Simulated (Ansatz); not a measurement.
What each rung costs, and what it gives

The pair of Cl⁻ (SMILES [Cl-], atom 1) and C2H6 (SMILES CC, atoms 2–9), both closed shells, in one local arrangement (a lower one may exist), relaxed at PBE0-D4/def2-TZVPD:

Cl1  (0.456, -1.966, -2.642)
C2  (0.151, -0.416, 0.646)
C3  (-0.264, 0.908, 0.032)
H4  (0.332, -1.146, -0.151)
H5  (1.067, -0.312, 1.238)
H6  (-0.627, -0.810, 1.309)
H7  (-0.461, 1.680, 0.786)
H8  (-1.166, 0.784, -0.574)
H9  (0.512, 1.278, -0.643)
(Å)

Interaction energies are counterpoise-corrected; the time is that of the whole pair.

Ansatz 0.2.0; basis: as named in each row; cores frozen in the correlated methods. B3LYP uses VWN-RPA correlation. Extrapolation: Hartree–Fock as exp(−7.88 √X), correlation as X^−2.97.

Times are rough, for one single point on 4 threads of a shared host (Arm Neoverse V1).

The estimate by CCSD(T) at an estimated basis limit (MP2 extrapolated from triple and quadruple zeta, plus CCSD(T) − MP2 in triple zeta) is -16.8 kJ/mol.

```tsv
method	basis	time (s)	interaction energy (kJ/mol)	method less estimate
HF	STO-3G	under 1	-3.7	13.1
PBE-D4	STO-3G	under 1	-17.4	-0.5
SPW92	def2-SVP	under 1	-28.2	-11.3
B3LYP-D4	6-31G	under 1	-17.8	-1.0
PBE-D4	def2-SVP	under 1	-23.2	-6.4
PBE0-D4	def2-SVP	under 1	-21.1	-4.2
CCSD(T)	def2-SVP	1	-10.6	6.2
PBE-D4	def2-TZVPPD	2	-20.2	-3.4
revPBE-D4	def2-TZVPPD	2	-21.7	-4.9
BLYP-D4	def2-TZVPPD	2	-19.0	-2.1
wB97M-V	def2-SVP	2	-17.3	-0.5
PBE0-D4	def2-TZVPPD	2	-18.7	-1.8
HSE06-D4	def2-TZVPPD	2	-18.7	-1.8
B3LYP-D4	def2-TZVPPD	2	-18.3	-1.4
r2SCAN-D4	def2-TZVPPD	3	-17.4	-0.6
B2PLYP	def2-TZVPPD	4	-13.0	3.9
wB97X-V	def2-TZVPPD	6	-16.3	0.5
B97M-V	def2-TZVPPD	6	-17.4	-0.5
wB97M-V	def2-TZVPPD	6	-16.7	0.1
MP2	def2-QZVPPD	15	-16.5	0.3
CCSD(T)	def2-TZVPPD	58	-15.1	1.7
```

T1 diagnostic: at most 0.009.
